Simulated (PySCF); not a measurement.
**Dipole moment and polarisability of `CCCC(=O)c1ccccc1`**

C₁₀H₁₂O.
Cartesian coordinates in Å at the PBE0-D3(BJ)/def2-SVP level; atoms count from 1:
```xyz
23
C10H12O angstrom
C      3.549    1.053    0.441
C      2.565   -0.105    0.428
C      1.122    0.351    0.314
C      0.128   -0.789    0.307
O      0.496   -1.942    0.380
C     -1.332   -0.464    0.205
C     -2.240   -1.530    0.213
C     -3.606   -1.294    0.122
C     -4.082    0.015    0.021
C     -3.187    1.083    0.013
C     -1.817    0.846    0.106
H      3.473    1.658   -0.477
H      4.586    0.697    0.518
H      3.367    1.728    1.294
H      2.674   -0.714    1.340
H      2.788   -0.791   -0.404
H      0.859    1.033    1.144
H      0.970    0.948   -0.604
H     -1.836   -2.542    0.292
H     -4.308   -2.132    0.129
H     -5.156    0.203   -0.051
H     -3.557    2.108   -0.066
H     -1.128    1.692    0.098
```

Level: PBE0/def2-SVPD (PySCF), static field, nuclei fixed, core orbitals frozen in the response. The polarisability tensor in these axes (au):

```
x   162.80   0.45   5.07
y     0.45 123.01  -2.40
z     5.07  -2.40  77.17
```

Q: Give the principal values, the mean and the anisotropy Δα = √{½[(α1 − α2)² + (α2 − α3)² + (α1 − α3)²]}.

A: Principal values 76.75, 123.14 and 163.10 au; mean 120.99 au = 17.93 Å³ = 19.95 × 10⁻⁴⁰ C²·m²/J; Δα = 74.86 au (62 % of the mean).

Q: What is the dipole moment, and where does it point?

A: (-1.33, 2.54, -0.19) D, 2.87 D in size, pointing from the negative to the positive side. Measured along this direction, the outermost atoms are O5, H16 and H15 at the negative end and H22 at the positive end.

Q: Refractivity n − 1 of an ideal gas of it at 400 K and 1 atm, from the electronic α?

A: N = p/kT = 1.8347 × 10¹⁹ cm⁻³, so n − 1 = 2π × N × 17.93 × 10⁻²⁴ cm³ = 2067 × 10⁻⁶ at long wavelengths, for an ideal gas.

Q: In a dilute gas of rigid molecules at 273 K, how does the orientational term μ²/3kT compare with the electronic polarisability?

A: In Gaussian units μ²/3kT = 73.02 Å³ against 17.93 Å³, a ratio of 4.07; the Debye molar polarisation (4π/3)N_A(α + μ²/3kT) is 229.4 cm³/mol, leaving out the vibrational part.

Q: Directions of the eigenvectors, and the extent of the frame along each?

A: Largest value along (1.00, 0.01, 0.06), where the nuclei span 9.76 Å; middle along (0.00, 1.00, -0.05), 4.67 Å; least along (-0.06, 0.05, 1.00), 1.79 Å. The response follows the extents in order.

Q: Rayleigh depolarisation ratio (linearly polarised light, static tensor)?

A: ρ = 3Δα²/(45ᾱ² + 4Δα²) = 16810.4/(658785 + 22413.8) = 0.0247.

Q: In TDDFT the mean static polarisability is Σ f/ω² over all singlet excitations (ω in hartree). How much of it do the 10 lowest give? Their energies (eV) and oscillator strengths: 3.83, 0.0000; 4.89, 0.0184; 5.30, 0.2571; 5.72, 0.0001; 6.35, 0.1194; 6.63, 0.0011; 6.65, 0.3029; 6.71, 0.0007; 6.75, 0.1835; 6.93, 0.0011.

A: They add up to 17.63 au, 14.6 % of the 120.99 au; the largest single term is 6.78 au, from the state at 5.30 eV. Terms in order: 0.00, 0.57, 6.78, 0.00, 2.19, 0.02, 5.06, 0.01, 2.98, 0.02 au. Higher excitations give the rest. The strengths listed sum to 0.884.

Geometry: PBE0-D3(BJ)/def2-SVP, one conformer, isolated molecule.

These values come from a run that also computed excited states. On 2 threads, INTEL XEON PLATINUM 8581C at 2.30 GHz (x86_64), no GPU, shared host, this took 53 s wall, 2.0 min CPU and 1.8 GiB of memory at its peak.
